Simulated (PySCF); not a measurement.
Cartesian coordinates in Å; atom numbers follow the order of the lines, from 1:
```xyz
15

C    -1.129   -1.224    0.427
C    -0.785   -0.018    0.002
Si    0.951    0.721   -0.150
C     2.222   -0.679    0.116
Cl    2.123   -1.233    1.811
C    -1.836    0.942   -0.447
F    -3.086    0.613   -0.097
F    -1.621    2.181    0.037
F    -1.845    1.075   -1.790
H    -0.385   -1.930    0.751
H    -2.158   -1.547    0.481
H     1.120    1.251   -1.506
H     1.126    1.734    0.888
H     3.238   -0.328   -0.036
H     2.061   -1.551   -0.512
```

- structure optimised with GFN2-xTB
- shielding tensors at PBE0/pcSseg-1 (GIAO)
- program: PySCF 2.14
- rapidly exchanging positions averaged, a single conformation, no relativistic terms, isolated molecule

Chemical shifts δ = σref − σ; $^{13}$C (σ = 186.93 ppm) and $^{1}$H (σ = 31.72 ppm) and $^{29}$Si (σ = 349.16 ppm) vs TMS; HCl for $^{35}$Cl (σ = 949.78 ppm); $^{19}$F (σ = 170.95 ppm) vs CFCl3, all at this level.

| atoms | nucleus | count | Hirshfeld charge | δ (ppm) |
| --- | --- | --- | --- | --- |
| C1 | $^{13}$C | 1 | -0.06 | ? |
| C4 | $^{13}$C | 1 | -0.12 | ? |
| H10 | $^{1}$H | 1 | 0.04 | 6.74 |
| Si3 | $^{29}$Si | 1 | 0.32 | -47.0 |
| F7/F8/F9 | $^{19}$F | 3 | -0.09 | -79.8 |
| C2 | $^{13}$C | 1 | -0.12 | 141.1 |
| Cl5 | $^{35}$Cl | 1 | -0.05 | 33 |
| C6 | $^{13}$C | 1 | 0.25 | ? |
| H11 | $^{1}$H | 1 | 0.05 | 7.02 |
| H12/H13 | $^{1}$H | 2 | -0.07 | 4.70 |
| H14/H15 | $^{1}$H | 2 | 0.05 | 3.17 |

**Question.** Estimate the values marked ?.

**Answer.** 
- C1: 143.3 ppm, terminal =CH2 carbon; the olefinic region
- C6: 133.9 ppm, CF3 carbon; 3 electronegative neighbours deshield it
- C4: 29.0 ppm, sp3 CH2 bonded to Cl and Si; deshielded by the electronegative neighbour

Carbons that carry Cl, above all several Cl atoms, come out too deshielded, partly because spin–orbit coupling is missing. Shifts are as computed. Against solution values, carbons near 30 ppm lie about +3 ppm off and those near 130 ppm about +5 ppm; carbons on Cl a further +6 ppm. Of 1309 compounds with measured shifts, 239 miss one by over three times the rms of a fit or turn the order of signals round; such compounds aren't used in these exercises. Unscaled 19F shifts against computed CFCl3 carry errors that often reach 10 to 50 ppm.
